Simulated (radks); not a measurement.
The numbers below are computed, except where a source is named.
Q: The mean radii <r> (bohr) of the occupied orbitals of an atom or ion are listed with their occupations. Code: a radial shooting solver on a logarithmic mesh with Libxc functionals. Model: scalar-relativistic Kohn-Sham, exchange-only LDA, spin-polarised, spherical densities, point nucleus.

orbital  occ.      <r>
1s up       1  0.02844
1s down     1  0.02844
2s up       1   0.1213
2s down     1   0.1213
2p up       3   0.1057
2p down     3   0.1057
3s up       1   0.2978
3s down     1   0.2982
3p up       3   0.2891
3p down     1   0.2895

Name the element and its charge. Open shells, if any, are filled with parallel spins first.

A: Z = 51, antimony, charge +35: Sb35+ in [Ne] 3s2 3p4. The 1s radius gives Z: for a bare nucleus <r> = (2 gamma + 1)/(2Z) with gamma = sqrt(1 - (Z/c)^2), 0.028 bohr for Z = 51, and screening makes it slightly larger (0.02844 here). The occupations add up to 16, and the charge is Z minus that.
